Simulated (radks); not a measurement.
Q: K3+, configuration [Ne] 3s2 3p4. All-electron calculation, non-relativistic Kohn-Sham, TPSS, spin-polarised, spherical densities, point nucleus; open shells are filled with parallel spins first; meta-GGA in the generalised Kohn-Sham scheme. Program: a radial shooting solver on a logarithmic mesh with Libxc functionals. Some entries of the table are withheld. Estimate them.

orbital  occ.  eigenvalue (eV)  <r> (bohr)
1s up       1        -3559.153     0.08148
1s down     1        -3558.553     0.08147
2s up       1        -395.1530      0.3888
2s down     1        -394.7137      0.3887
2p up       3        -323.5624      0.3506
2p down     3        -322.8551      0.3505
3s up       1              (1)       1.203
3s down     1              (2)       1.211
3p up       3              (3)       1.288
3p down     1              (4)       1.305

A: 
(1) 3s up eigenvalue (eV): -73.9698
(2) 3s down eigenvalue (eV): -70.6411
(3) 3p up eigenvalue (eV): -56.2509
(4) 3p down eigenvalue (eV): -53.1411
